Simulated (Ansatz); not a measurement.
Species: CH4BF, SMILES `BCF` with one electron removed (charge 1, multiplicity 2), formula CH4BF.

Task: How many basis functions does frozen-core CCSD(T)/cc-pVTZ // M06-2X/def2-TZVP (Ansatz, a first-principles code) use, how many core orbitals are frozen, and how many electrons are correlated?

Result: 146 basis functions and 3 frozen orbitals, which leaves 17 correlated electrons. Core time is of the order of minutes.
